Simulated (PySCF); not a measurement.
# Cr- (chromium, charge -1) across methods

[Ar] 3d5 4s2, high-spin 6S determinant. Calculation: PySCF 2.14, in aug-cc-pVDZ-DK; the spin-free X2C one-electron Hamiltonian (Gaussian nucleus).

```tsv
method	E (hartree)	mean ε 3d α (eV)	mean ε 4s α (eV)	mean ε 4s β (eV)	Σ⟨r²⟩ (bohr²)	⟨S²⟩
UHF	-1049.64322	-5.867	-2.084	0.253	107.4	9.196
BHandHLYP	-1050.759	-1.514	-0.324	0.380	80.17	8.794
LDA	-1048.493	1.290	0.180	1.095	77.51	8.828
PW91	-1050.873	1.328	0.250	1.183	78.79	8.832
BP86	-1050.962	1.270	0.156	1.054	78.33	8.833
PBE	-1050.572	1.376	0.299	1.187	78.99	8.828
r2SCAN	-1050.769	0.956	-0.112	1.038	83.36	8.969
wB97M-V	-1050.696	-2.240	-1.320	-0.559	75.26	8.768
PBE0	-1050.585	-0.207	-0.202	0.782	80.74	8.849
```

The highest occupied level is positive at UHF, BHandHLYP, LDA, PW91, BP86, PBE, r2SCAN, PBE0: only the finite basis holds that electron, at UHF too, so the state is unbound at these levels.
